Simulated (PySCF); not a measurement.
SMILES C=Cc1ccc(N)cc1, C8H9N

Geometry:
```tsv
atom	x (Å)	y (Å)	z (Å)
C1	3.026	0.899	-1.044
C2	2.291	0.513	0.008
C3	0.859	0.206	0.040
C4	0.258	-0.187	1.245
C5	-1.095	-0.488	1.331
C6	-1.918	-0.408	0.195
N7	-3.252	-0.748	0.252
C8	-1.324	-0.015	-1.020
C9	0.027	0.283	-1.090
H10	2.599	1.029	-2.042
H11	4.094	1.099	-0.938
H12	2.798	0.405	0.974
H13	0.874	-0.257	2.146
H14	-1.526	-0.794	2.288
H15	-3.688	-0.740	1.164
H16	-3.845	-0.399	-0.488
H17	-1.942	0.053	-1.919
H18	0.446	0.586	-2.051
```

Theory: PySCF, quadratic response CAM-B3LYP/aug-cc-pVDZ first hyperpolarisability, Taylor convention, gas phase. Geometry: PBE0-D3(BJ)/def2-SVP.

(1) Give the tensor of the static β(0;0,0) in the axes of these coordinates.

Answers

(1) In au, Taylor convention; rows are the first index (the induced dipole):
```csv
,xx,yy,zz,xy,xz,yz
x,-938.2,-97.8,+1.9,-225.3,+185.1,+26.7
y,-225.3,-53.7,+9.3,-97.8,+26.7,+14.7
z,+185.1,+14.7,-36.9,+26.7,+1.9,+9.3
```
Norm of βᵢ = ⅓ Σⱼ (βᵢⱼⱼ + βⱼᵢⱼ + βⱼⱼᵢ): 1081.0 au, hyper-Rayleigh value 448.1 au.
